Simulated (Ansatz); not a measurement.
Computed with Ansatz on PBE0-D4/def2-TZVP structures; ΔE is electronic, products minus reactants. CCSD(T)/CBS is the MP2 limit (def2-TZVPP, def2-QZVPP) plus CCSD(T) − MP2 in def2-TZVPP, frozen cores. This one scheme is used for every species. DFT in def2-TZVPP. One conformer a species, not always the lowest.

Consider the redistribution: `CB(N)F` + `[OH][AlH][AlH2]` → `C[B](F)[AlH2]` + `[NH2][AlH][OH]`.

`CB(N)F`:

Z-matrix (Å, degrees):
```
C
B 1 1.566
H 1 1.094 2 110.2
H 1 1.091 2 113.8 3 -121.5
H 1 1.094 2 110.2 3 116.9
N 2 1.396 1 124.5 3 121.2
F 2 1.347 1 118.6 3 -58.8
H 6 1.006 2 122.4 1 -180.0
H 6 1.003 2 123.0 1 0.0
```

`[OH][AlH][AlH2]`:

Z-matrix (Å, degrees):
```
Al
Al 1 2.587
O 1 1.706 2 113.9
H 1 1.598 2 128.9 3 180.0
H 2 1.595 1 121.9 3 -90.1
H 2 1.595 1 121.9 3 90.2
H 3 0.957 1 123.0 2 -179.9
```

`C[B](F)[AlH2]`:

```xyz
9

C    -0.145    0.749    1.254
B    -0.327    0.492   -0.277
F    -1.023    1.406   -0.966
Al    0.412   -1.221   -1.380
H    -0.749    0.013    1.803
H     0.887    0.577    1.577
H    -0.460    1.748    1.569
H     1.846   -1.203   -2.076
H    -0.441   -2.562   -1.505
```

`[NH2][AlH][OH]`:

Z-matrix (Å, degrees):
```
N
Al 1 1.760
H 1 1.006 2 124.4
H 1 1.007 2 125.1 3 -180.0
O 2 1.698 1 116.8 3 -180.0
H 2 1.579 1 120.8 3 -0.1
H 5 0.955 2 123.2 1 180.0
```

| species | r2SCAN0-D4 energy (Eh) |
| --- | --- |
| `CB(N)F` | -220.64049 |
| `[OH][AlH][AlH2]` | -562.44231 |
| `C[B](F)[AlH2]` | -408.19717 |
| `[NH2][AlH][OH]` | -374.85421 |

Problem. Work out ΔE.

Solution. ΔE = (-408.19717) + (-374.85421) − (-220.64049) − (-562.44231) = 0.03142 Eh = +82.5 kJ/mol. CCSD(T)/CBS gives +77.1 kJ/mol.

Problem. What do rigid-rotor, harmonic-oscillator terms from PBE0-D4/def2-TZVP frequencies (298.15 K, 1 bar) make of the CCSD(T)/CBS value? (An estimate is asked.)

Solution. Ansatz gave: ΔZPE = -8.1 kJ/mol, ΔH = +70.9 kJ/mol, ΔS = 16 J/(mol·K), ΔG = +66.1 kJ/mol. Modes under 50 cm⁻¹ make the entropy rough.

Largest T1 diagnostic among the species: 0.013.

From PBE to PBE0 (25 % exact exchange), in def2-TZVPP and without D4, ΔE moves by +3.2 kJ/mol. In def2-TZVPP, CCSD(T) changes the Hartree–Fock value by −4.8 kJ/mol (the triples alone add −0.8 kJ/mol) and MP2 by −9.4 kJ/mol.
